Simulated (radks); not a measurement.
Species: Hf III. Configuration: [Kr] 4d10 4f14 5s1 5p6 5d3 (not the ground configuration). All-electron calculation, scalar-relativistic Kohn-Sham, LDA (Slater exchange, Perdew-Wang correlation), spin-polarised, spherical densities, point nucleus; open shells are filled with parallel spins first (spin-orbit coupling, left out, can overturn this in heavy ions). Program: a radial shooting solver on a logarithmic mesh with Libxc functionals.

Radial electron density D(r) = 4 pi r^2 rho(r):

r (bohr),D(r) (e/bohr),spin D(r)
0.001726,15.52,0.00787
0.00232,23.56,0.0118
0.003145,35.05,0.0171
0.004262,49.99,0.0235
0.00573,66.90,0.0295
0.007765,83.83,0.0329
0.01044,95.31,0.0299
0.01415,97.50,0.0181
0.01902,91.23,0.00303
0.02578,86.95,0.00195
0.03494,99.08,0.0364
0.04698,122.8,0.0906
0.06367,130.1,0.108
0.0856,109.9,0.0998
0.116,102.5,0.192
0.1572,118.9,0.232
0.2114,98.07,-0.0183
0.2865,60.87,0.128
0.3852,67.49,0.516
0.522,63.40,0.0571
0.7075,33.73,0.405
0.9512,17.68,1.85
1.289,11.02,2.46
1.733,5.322,2.00
2.349,1.766,1.14
3.158,0.4625,0.410
4.28,0.07209,0.0707
5.8,0.004581,0.00457

D(r) has 4 maxima, at r = 0.0130, 0.0588, 0.162, 0.438 bohr, and minima at 0.0248, 0.106, 0.308 bohr, inside which lie 1.91, 11.12, 29.76 electrons.
